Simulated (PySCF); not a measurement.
# Ionisation energy of Pd²⁺ by level of theory

Pd²⁺ [Kr] 4d8 (3F) → Pd³⁺ [Kr] 4d7 (4F), as a difference of total energies. All numbers are calculated (PySCF 2.14, scalar relativity by spin-free X2C-1e, in x2c-QZVPPall). The calculations carry no spin-orbit coupling.

```tsv
method	ionisation energy (eV)
UHF	31.119
revPBE	33.131
CAM-B3LYP	33.137
wB97M-V	33.008
```

The reference lies between the lowest fine-structure levels, while these numbers refer to the centres of the terms.

For comparison: 32.93 eV (semi-empirical (NIST evaluation); NIST Atomic Spectra Database, ionization energies).
